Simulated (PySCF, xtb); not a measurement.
Cl₄HSTa, SMILES [SH][Ta]([Cl])([Cl])([Cl])[Cl], multiplicity 1. Other conformers were not sampled.

Harmonic wavenumbers (cm⁻¹) from GFN2-xTB run with xtb at its own minimum, in rising order: 27, 81, 96, 110, 125, 141, 159, 236, 265, 303, 306, 310, 320, 657, 2473.

**Question.** What does PBE-D3(BJ)/def2-SVP (PySCF 2.14.0) give at its own minimum? (An estimate is asked for; the answer gives what the named calculation found.)

**Answer.** 59, 77, 128, 128, 144, 154, 192, 330, 363, 378, 383, 384, 395, 675, 2608. Paired by order, the mean absolute difference is 53 cm⁻¹ and the zero-point energies are 8.0 and 9.1 kcal/mol.
